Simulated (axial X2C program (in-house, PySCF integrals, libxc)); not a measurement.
**Potential curves of ZnGa, 2c**

Computed with an in-house relativistic program for diatomic molecules. Two-component (2c) means X2C with spin–orbit coupling and atomic mean-field two-electron Coulomb and Gaunt terms. Basis: Ga dyall-cv3z [9s9p7d4f1g], Zn dyall-cv3z [9s10p6d3f2g] (cores contracted in-house); Gaussian nuclei, density fitting, unrestricted open shells. Masses: Ga 68.926 u, Zn 63.929 u.

State: Ω = 1/2 (⟨Sz⟩ = -0.50, ⟨Lz⟩ = 1.00 at PBE0). Energies in kJ/mol from the lowest point of each curve. Fits are polynomials in 1 − R0/R over 0.85 to 1.23 times the lowest point R0.

```csv
R (Å),PBE0,PW91
2.3386,17.40,13.84
2.4461,6.66,4.48
2.5267,2.39,1.14
2.6074,0.39,0.00
2.6880,0.00,0.41
2.7821,0.94,2.21
2.8762,2.83,4.91
2.9971,6.01,9.06
3.1450,10.31,14.42
3.3600,16.30,21.74
```

The state is a single determinant with fixed occupations, the lowest that a limited PBE0 search found. Density functionals use the spin component along the axis (collinear). Other states lie close and PBE0, whose exact exchange favours high spin, may order them wrongly; the determinant shown need not be the ground state. The nearest other 2c determinant of the search, Ω = 3/2, lies 0.07 eV up at the distance of the search. The functionals have no current-density term, which raises determinants with orbital currents, atoms included.

**Question.** What are Re and ωe at the PBE0 level?

**Answer.** At PBE0, 2c: Re = 2.671 Å, ωe ≈ 125 cm⁻¹; Be follows as 0.0712 cm⁻¹.

**Question.** What are Re and ωe at the PW91 level?

**Answer.** At PW91, 2c: Re = 2.622 Å, ωe ≈ 137 cm⁻¹; Be follows as 0.0739 cm⁻¹.
